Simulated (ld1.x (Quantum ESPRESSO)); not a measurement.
Transferability test, TM potential for C (Z = 6)

```json
{"Element": "carbon", "Generator": "ld1.x (Quantum ESPRESSO) 7.5", "Type": "norm-conserving Troullier–Martins (Kleinman–Bylander form)", "Functional": "PBEsol", "Relativity": "scalar-relativistic", "Frozen core": "[He]", "Valence charge": "4", "Reference configuration": "2s2 2p0 (charge +2)", "Partial waves": "2s (bound): rc 0.95 bohr; 2p (bound, empty): rc 1.65 bohr; 3d channel at 0.4 Ry: rc 1.75 bohr", "Local potential": "all-electron potential smoothed inside 1.05 bohr (lloc = -1)", "Core correction": "Bessel-smoothed model core, default radius (core density twice the valence density)"}
```

Energies are relative to the spin-unpolarised reference configuration 2s2 2p0; without spin polarisation the order of configurations can differ from experiment.

Question: Give the all-electron excitation energy and the error of the potential for: 2s2 2p2; 2s2 2p1; 2s1 2p0; 2s1 2p3; 2s0 2p4; 2s2 2p1.5; 2s1 2p2.

Answer:

```json
{"valence configuration": "2s2 2p2", "charge": "0", "ΔE all-electron (eV)": "-34.807", "error AE − PS (meV)": "+122"}
{"valence configuration": "2s2 2p1", "charge": "+1", "ΔE all-electron (eV)": "-24.019", "error AE − PS (meV)": "+61"}
{"valence configuration": "2s1 2p0", "charge": "+3", "ΔE all-electron (eV)": "47.964", "error AE − PS (meV)": "+35"}
{"valence configuration": "2s1 2p3", "charge": "0", "ΔE all-electron (eV)": "-26.381", "error AE − PS (meV)": "+162"}
{"valence configuration": "2s0 2p4", "charge": "0", "ΔE all-electron (eV)": "-17.935", "error AE − PS (meV)": "+212"}
{"valence configuration": "2s2 2p1.5", "charge": "+0.5", "ΔE all-electron (eV)": "-30.875", "error AE − PS (meV)": "+98"}
{"valence configuration": "2s1 2p2", "charge": "+1", "ΔE all-electron (eV)": "-15.305", "error AE − PS (meV)": "+108"}
```
